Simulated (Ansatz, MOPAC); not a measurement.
Molecule: SnF (charge +1, singlet). SMILES: [Sn+][F]
Coordinates optimised at B3LYP-D3(BJ)/def2-TZVP (Ansatz, a program for electronic structure):
```xyz
2

Sn     0.0000     0.0000    -0.2879
F      0.0000     0.0000     1.5994
```
Charge +1, spin multiplicity 1.

Wanted: vertical ionisation energy to the doublet, in eV. Terms: 6-31G* and kin with 6d, 5d where marked; def2 sets with scalar-relativistic core potentials past Kr; no spin-orbit coupling; each state is the SCF solution reached for its charge and spin; LANL2DZ with its own core potentials from Na on; UHF or UKS for open shells. First-principles rows: single points at B3LYP-D3(BJ) geometries (Ansatz). Semi-empirical rows: differences of heats of formation at the shared geometry for vertical values. The spin state of an ion or metal species was assumed, not searched.

```json
[
 {"species": "charge 2, doublet", "coefficient": "+1", "E at B3LYP/6-31G* with LANL2DZ past Ar (Ansatz), Eh": "-102.25734", "E at B3LYP/def2-TZVPD (Ansatz), Eh": "-313.31082", "heat of formation at PM3 (MOPAC), kcal/mol": "534.56"},
 {"species": "charge 1, singlet", "coefficient": "-1", "E at B3LYP/6-31G* with LANL2DZ past Ar (Ansatz), Eh": "-102.96037", "E at B3LYP/def2-TZVPD (Ansatz), Eh": "-314.02017", "heat of formation at PM3 (MOPAC), kcal/mol": "148.68"}
]
```

 1 Eh = 27.2114 eV and 1 eV = 23.0605 kcal/mol.

### Question
Compute it at each level from the table.

### Answer

- B3LYP/6-31G* with LANL2DZ past Ar: the sum of coefficient times E is 0.70303 Eh, or 19.130 eV. Result: 19.13 eV.
- B3LYP/def2-TZVPD: the sum of coefficient times E is 0.70935 Eh, or 19.302 eV. Result: 19.30 eV.
- PM3: the sum of coefficient times heat of formation is 385.88 kcal/mol, or 16.73 eV.
